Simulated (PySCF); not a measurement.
F5Nb, charge +1, multiplicity 2. Atoms are numbered in the order given.

```xyz
6

Nb    -0.0007     0.2187     0.0000
F      0.0195    -2.2839     0.0000
F     -0.1723     1.9959     0.0000
F      0.9223    -0.1545     1.4897
F     -1.6888    -0.3992     0.0000
F      0.9223    -0.1545    -1.4897
```
Charge +1, spin multiplicity 2.

The structure is a stationary point at PBE0-D3(BJ)/def2-SVP. The multiplicity is an assumed one; other spin states were not compared. The def2 effective core potentials stand for the cores of Nb; spin–orbit coupling is left out.

Computed with ωB97X/def2-TZVP (PySCF).

ESP charges are fitted to the potential on shells at 1.4 to 2.0 van der Waals radii. Atomic charges (e):

| atom | Mulliken | ESP fit | Mulliken spin |
|---|---|---|---|
| Nb1 | 2.08 | ___ | -0.01 |
| F2 | 0.08 | ___ | 0.99 |
| F3 | -0.28 | ___ | 0.00 |
| F4 | -0.29 | ___ | 0.00 |
| F5 | -0.30 | ___ | 0.01 |
| F6 | -0.29 | ___ | 0.00 |

Q: Complete the blanks. (Estimate from the structure and the level; the computed values follow.)

A: 
- Nb1, ESP fit: 1.66
- F2, ESP fit: 0.09
- F3, ESP fit: -0.17
- F4, ESP fit: -0.19
- F5, ESP fit: -0.19
- F6, ESP fit: -0.19
